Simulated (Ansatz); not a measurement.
Two isomers of C3H10Sn: A = `CC[CH2][SnH3]`, B = `C[CH](C)[SnH3]`.

Gas-phase electronic energies from Ansatz, PBE0-D4/def2-TZVP geometries. CCSD(T)/CBS is the MP2 limit (def2-TZVPP, def2-QZVPP) plus CCSD(T) − MP2 in def2-TZVPP, frozen cores. Functionals use def2-TZVPP. B3LYP here is the variant with VWN-RPA as its local correlation; programs differ in this. def2 core potentials past Kr. For Sn outer-core shells are correlated without core-valence functions, which leaves a few kJ/mol of doubt a bond. Each species was taken in one conformer, which may not be the lowest.

Q: Which isomer does CCSD(T)/CBS put lower? Give the gap. (Best estimate.)

A: Computed: A, by 0.9 kcal/mol.

Q: Give E(B) − E(A) in kcal/mol with HF/def2-TZVPP, B2PLYP, ωB97M-V, B3LYP, CCSD(T)/def2-TZVPP, B3LYP-D4, r2SCAN-D4. (Best estimate.)

A: Computed: HF/def2-TZVPP 2.6, B2PLYP 1.4, ωB97M-V 1.1, B3LYP 1.8, CCSD(T)/def2-TZVPP 1.0, B3LYP-D4 1.0, r2SCAN-D4 1.0. None reverses the order clearly.

Largest T1 diagnostic: 0.011.

The D4 term adds −0.8 kcal/mol with B3LYP and −0.4 kcal/mol with PBE0; it sums over pairs of atoms, weighted by their polarisabilities, and B3LYP, whose exchange is more repulsive, gets the larger term. In def2-TZVPP, CCSD(T) changes the Hartree–Fock value by −1.6 kcal/mol (the triples alone add −0.3 kcal/mol) and MP2 by −1.9 kcal/mol.
